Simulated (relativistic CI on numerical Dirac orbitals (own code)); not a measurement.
## Hyperfine structure of Ir³⁰⁺, mass number 191

Computed by Dirac-Coulomb-Breit CI, orbitals from a KLI potential per configuration, QED by a radiative potential, unscaled Slater integrals (own radial code, finite nucleus).

Configuration list (outside the closed core [Ar] 3d10): 4s2 4p6 4d10 4f, 4s2 4p6 4d9 4f2, 4s2 4p6 4d10 5s, 4s2 4p6 4d10 5p, 4s2 4p5 4d10 4f2, 4s2 4p6 4d10 5d, 4s 4p6 4d10 4f2, 4s2 4p6 4d9 4f 5s, 4s2 4p4 4d10 4f3, 4s2 4p6 4d9 5s2, 4s2 4p6 4d10 5f, 4s2 4p6 4d8 4f2 5s, 4s2 4p6 4d9 4f 5p, 4s2 4p6 4d9 5s 5p, 4s2 4p6 4d10 6s, 4s2 4p6 4d10 5g. Levels of other configurations are missing.

Nuclear spin I = 3/2, μ = 0.1502 μN, Q = 0.816 b (tables of Stone and Pyykkö). The electronic factors are computed for point nuclear moments, without core polarisation or the Bohr-Weisskopf and QED corrections.

```csv
Level,E (cm⁻¹),A (MHz),B (MHz)
4s2 4p6 4d10 4f 2F°_5/2,0,534.6,4550
4s2 4p6 4d10 4f 2F°_7/2,39007,288.3,5100
4s2 4p6 4d10 5s 2S_1/2,1402252,62770,
4s2 4p6 4d9 4f2 4F_3/2,1666949,156.7,-942
4s2 4p6 4d9 4f2 4F_5/2,1671913,510.8,5760
4s2 4p6 4d9 4f2 4D_3/2,1732964,940.1,469
```

Levels with J = 0, under 50 % of one LS term, or S terms without an open s electron are left out. Small factors come from cancelling terms and can be off by tens of per cent or more.

At this charge energies of transitions that change n are usually good to better than 1 %, and those within a shell (Δn = 0) to a few per cent.

(1) Give the hyperfine levels of 4s2 4p6 4d10 4f 2F°_5/2 relative to its centre of gravity.

## Answers

(1) With K = F(F + 1) − I(I + 1) − J(J + 1), E = AK/2 + B[¾K(K + 1) − I(I + 1)J(J + 1)]/[2I(2I − 1)J(2J − 1)]: F = 1: 376, F = 2: -2192, F = 3: -2634, F = 4: 3141 MHz.

LS names give the leading component of a level, which can be under half, so a name can repeat, a term be missing and a line seem to break the LS rules.
